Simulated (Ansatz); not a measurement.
Mulliken charges of CH₃B₂FO, SMILES `FB1CBO1` from PBE/def2-TZVPP in Ansatz (PBE0-D4/def2-TZVP geometry).

| atom | x (Å) | y (Å) | z (Å) | charge (e) |
| --- | --- | --- | --- | --- |
| F1 | -1.547 | 1.627 | -0.573 | -0.200 |
| B2 | -0.692 | 0.647 | -0.402 | 0.354 |
| C3 | 0.487 | 0.296 | 0.573 | -0.337 |
| B4 | 0.217 | -1.030 | -0.246 | 0.167 |
| O5 | -0.721 | -0.530 | -1.148 | -0.228 |
| H6 | 1.436 | 0.775 | 0.318 | 0.111 |
| H7 | 0.354 | 0.329 | 1.653 | 0.101 |
| H8 | 0.557 | -2.173 | -0.230 | 0.033 |

Q: By hand: the dipole of these point charges (1 e Å = 4.8032 D).

A: Σ q r = (0.314, -0.200, 0.195) e Å, of length 0.420 e Å = 2.02 D.

Q: How does the dipole of the full density compare? (Estimate.)

A: The calculation gave: (0.241, -0.024, 0.203) e Å, 1.52 D; the point charges give 1.33 times that, at 25° from its direction.

Point charges leave out the atoms' own dipoles, such as those of lone pairs, and Mulliken's split depends on the basis, so the two needn't agree.
